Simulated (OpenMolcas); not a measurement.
## N, P, As, Sb, Bi: ns² np³ down the group

* Program: OpenMolcas 26.06
* Method: SS-CASPT2, IPEA 0.25 Eh, imaginary shift 0.1 Eh
* Basis: ANO-RCC-VTZP
* Scalar Hamiltonian: DKH2, point nucleus
* Spin-orbit coupling: RASSI with atomic mean-field integrals over the reference wave functions, term energies averaged over their components

Active space for each ion: 3 electrons in 3 orbitals (p); closed shells correlated by CASPT2: N 1s 2s; P 2s 2p 3s; As 3d 4s; Sb 4d 5s; Bi 5d 6s.

Computed levels in cm-1 above ⁴S°_3/2:

| Level | N | P | As | Sb | Bi |
| --- | --- | --- | --- | --- | --- |
| ²D°_3/2 | 19680 | 12020 | 11600 | 9920 | 10770 |
| ²D°_5/2 | 19680 | 12030 | 11810 | 10960 | 14700 |
| ²P°_1/2 | 31260 | 20290 | 19890 | 18160 | 21700 |
| ²P°_3/2 | 31260 | 20300 | 20170 | 19640 | 30410 |
| weight of ⁴S° in the lowest level (%) | 100 | 100 | 100 | 97 | 69 |

Mixed levels, with the weight of the term that names them: Bi ⁴S°_3/2 (69 %), Bi ²D°_3/2 (66 %), Bi ²P°_3/2 (67 %).

Measured, with the error of the calculation in %. Measured levels: N, P, As, Sb, Bi from NIST Handbook of Basic Atomic Spectroscopic Data.

```json
{"Level": "²D°_3/2", "N": "19233 (+2.3)", "P": "11361 (+5.8)", "As": "10593 (+9.5)", "Sb": "8512 (+16.6)", "Bi": "11419 (-5.7)"}
{"Level": "²D°_5/2", "N": "19224 (+2.4)", "P": "11377 (+5.7)", "As": "10915 (+8.2)", "Sb": "9854 (+11.2)", "Bi": "15438 (-4.8)"}
{"Level": "²P°_1/2", "N": "28839 (+8.4)", "P": "18723 (+8.4)", "As": "18186 (+9.4)", "Sb": "16395 (+10.8)", "Bi": "21661 (+0.2)"}
{"Level": "²P°_3/2", "N": "28839 (+8.4)", "P": "18748 (+8.3)", "As": "18648 (+8.2)", "Sb": "18464 (+6.4)", "Bi": "33165 (-8.3)"}
```

Without spin-orbit coupling ²D° lies 19680, 12030, 11740, 10520, 9910 cm-1 above ⁴S° in that order; the difference to the level ²D°_3/2, of either sign, comes from spin-orbit coupling, which also lowers the zero.

CASPT2 does not keep the components of a term degenerate, so their means are used; among the terms shown or strongly mixed into the levels shown the widest spread is 240 cm-1 (2s² 2p³ ²D°, N). With the s shell closed, the reference lacks s² → p² mixing. Some terms miss by over 15 % even with CASPT2, which points to a basis or an active space too small for the shells correlated (holds for Sb). Measured partners are found by configuration, term and J. A level has none where our copy of the source lacks it or the pairing is in doubt (some pairs that miss far off the trend of their configuration count as doubtful), and it then counts in no deviation. Only configurations of the active space appear.

° marks odd parity.
